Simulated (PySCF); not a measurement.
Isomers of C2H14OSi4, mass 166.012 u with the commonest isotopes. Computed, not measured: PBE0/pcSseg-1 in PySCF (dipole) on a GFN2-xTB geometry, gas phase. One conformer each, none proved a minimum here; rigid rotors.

Question: Order these by rotational constant C, smallest first.
A. `[CH3:1][O:2][SiH2:3][C@H:4]([SiH3:5])[SiH2:6][SiH3:7]` with C1–O2–Si3–C4 177°, O2–Si3–C4–Si5 174°, Si3–C4–Si6–Si7 -59°
B. `[CH3:1][CH2:2][O:3][Si@@H:4]([SiH3:5])[SiH2:6][SiH3:7]` with C1–C2–O3–Si4 -175°, C2–O3–Si4–Si5 53°, O3–Si4–Si6–Si7 10°
C. `[CH3:1][O:2][CH2:3][Si@@H:4]([SiH3:5])[SiH2:6][SiH3:7]` with C1–O2–C3–Si4 175°, O2–C3–Si4–Si5 -78°, C3–Si4–Si6–Si7 -11°

Answer: B (497.6 MHz), A (563.3 MHz), C (584.4 MHz).

Question: Order these by out-of-plane moment Σ m c² = (Ia + Ib − Ic)/2, smallest first.
A. `[CH3:1][O:2][SiH2:3][C@H:4]([SiH3:5])[SiH2:6][SiH3:7]` with C1–O2–Si3–C4 177°, O2–Si3–C4–Si5 174°, Si3–C4–Si6–Si7 -59°
B. `[CH3:1][CH2:2][O:3][Si@@H:4]([SiH3:5])[SiH2:6][SiH3:7]` with C1–C2–O3–Si4 -175°, C2–O3–Si4–Si5 53°, O3–Si4–Si6–Si7 10°
C. `[CH3:1][O:2][CH2:3][Si@@H:4]([SiH3:5])[SiH2:6][SiH3:7]` with C1–O2–C3–Si4 175°, O2–C3–Si4–Si5 -78°, C3–Si4–Si6–Si7 -11°

Answer: A (23.94 u·Å²), B (40.20 u·Å²), C (70.69 u·Å²).

Question: Order these by dipole moment, largest first.
A. `[CH3:1][CH2:2][O:3][Si@@H:4]([SiH3:5])[SiH2:6][SiH3:7]` with C1–C2–O3–Si4 -175°, C2–O3–Si4–Si5 53°, O3–Si4–Si6–Si7 10°
B. `[CH3:1][O:2][SiH2:3][C@H:4]([SiH3:5])[SiH2:6][SiH3:7]` with C1–O2–Si3–C4 177°, O2–Si3–C4–Si5 174°, Si3–C4–Si6–Si7 -59°
C. `[CH3:1][O:2][CH2:3][Si@@H:4]([SiH3:5])[SiH2:6][SiH3:7]` with C1–O2–C3–Si4 175°, O2–C3–Si4–Si5 -78°, C3–Si4–Si6–Si7 -11°

Answer: C (1.99 D), B (1.73 D), A (1.21 D).

```json
{"SMILES": "CCO[Si@@H]([SiH3])[SiH2][SiH3]", "point group": "C1", "Ia (u·Å²)": "423.76", "Ib (u·Å²)": "672.34", "Ic (u·Å²)": "1015.71", "κ": "-0.27", "μa (D)": "0.77", "μb (D)": "0.89", "μc (D)": "0.28"}
{"SMILES": "CO[SiH2][C@H]([SiH3])[SiH2][SiH3]", "point group": "C1", "Ia (u·Å²)": "368.26", "Ib (u·Å²)": "576.86", "Ic (u·Å²)": "897.23", "κ": "-0.23", "μa (D)": "0.46", "μb (D)": "1.65", "μc (D)": "0.22"}
{"SMILES": "COC[Si@@H]([SiH3])[SiH2][SiH3]", "point group": "C1", "Ia (u·Å²)": "369.38", "Ib (u·Å²)": "636.81", "Ic (u·Å²)": "864.79", "κ": "-0.47", "μa (D)": "0.11", "μb (D)": "1.79", "μc (D)": "0.88"}
```
